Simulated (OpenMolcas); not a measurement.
## O: Slater's ratio, worked from levels

```
Program             : OpenMolcas 26.06
Basis               : ANO-RCC-VDZ [3s2p]
Scalar Hamiltonian  : DKH4, point nucleus
Active space        : 6 electrons in 8 orbitals (2s 2p 3s 3p)
State averaging     : 2S+1 = 3 even, 3 roots; 2S+1 = 1 even, 6 roots
Spin-orbit coupling : RASSI with atomic mean-field integrals over the reference wave functions, term energies averaged over their components
```

Methods: CASSCF; SS-CASPT2, IPEA 0.25 Eh, imaginary shift 0.1 Eh (closed shells correlated: 1s). Measured levels: NIST Handbook of Basic Atomic Spectroscopic Data.

**Slater's ratio.** With one set of orbitals, p4 has ¹D - ³P = 6 F2 and ¹S - ¹D = 9 F2 (F2 = F²/25), a ratio of 3/2. Term energies are centres of gravity, weighted by 2J + 1.

```tsv
Source	¹D - ³P	¹S - ³P	F2 from the first	Ratio
CASSCF	18100	31162	3017	0.722
SS-CASPT2	18107	31165	3018	0.721
measured	15790	33715	2632	1.135
```

Energies in cm-1. A ratio away from 3/2 shows effects beyond one configuration with one set of orbitals, and in heavier atoms second-order spin-orbit shifts. In CASSCF the valence s occupation is 1.93 in ¹S against 2.00 in ¹D: mixing out of s² acts most on ¹S and pulls it down.

Active for correlation alone: 3p 3s; no level in the range computed is led by a configuration that fills them, so any true level of that kind is missing. Without dynamic correlation excited terms often stand tens of per cent too high (terms of higher spin than the ground term too low), and those without a measured partner can miss by more than the paired ones (holds for CASSCF). Measured partners are found by configuration, term and J. A level has none where our copy of the source lacks it or the pairing is in doubt (some pairs that miss far off the trend of their configuration count as doubtful), and it then counts in no deviation. Levels of configurations outside the active space are missing.
